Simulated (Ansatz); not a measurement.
C$_{2}$H$_{4}$BFSi, SMILES `FC1=CB1[SiH3]`. Total charge 0; spin multiplicity 1.

Z-matrix (Å, degrees):
```
Si
B 1 1.988
H 1 1.487 2 111.5
H 1 1.489 2 108.6 3 119.2
H 1 1.487 2 111.6 3 -121.6
C 2 1.462 1 156.1 3 155.1
C 2 1.496 1 150.4 3 -29.0
F 6 1.310 2 155.8 1 -2.8
H 7 1.080 2 153.9 1 2.2
```

List the harmonic frequencies (cm⁻¹, unscaled) at PBE0-D4/def2-TZVP in Ansatz. (Estimate.)

Ansatz gave: 15, 140, 200, 380, 457, 509, 608, 631, 799, 891, 918, 936, 948, 970, 1230, 1384, 1753, 2215, 2224, 2227, 3253.
